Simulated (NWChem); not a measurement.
Species: BH2, doublet; SMILES [BH2]

```xyz
3

B      0.0000     0.0000     0.1570
H      1.0717     0.0000    -0.3671
H     -1.0717     0.0000    -0.3671
```
Atoms are numbered in this order, from 1.

All runs: NWChem. Geometry optimised at B3LYP/6-31G*; all other runs use it. Pople sets run with spherical d functions. Spin-unrestricted. In the optimisation the excess spin sits in a1 (C2v, its own frame). Vzz has the sign of the potential's second derivative. Spin-orbit coupling enters the g values alone. Excited states of an open shell can be spin-contaminated.

```tsv
quantity	level	value
Vzz B1 (a.u.)	PBE0/def2-TZVP	0.613
Δg3 (ppt)	PBE0/x2c-SVPall, ZORA	0.20
vertical, lowest state with f > 0.02 (eV)	PBE0/def2-SVPD, TDA	5.72
A(iso) 11B atom 1 (MHz)	CAM-B3LYP/pcJ-1	373
highest occupied level (eV)	B97-D/def2-SVP	-4.71
dipole (D)	B3LYP/6-31G*	0.37
highest harmonic frequency (cm⁻¹)	B3LYP/6-31G*	2768
```
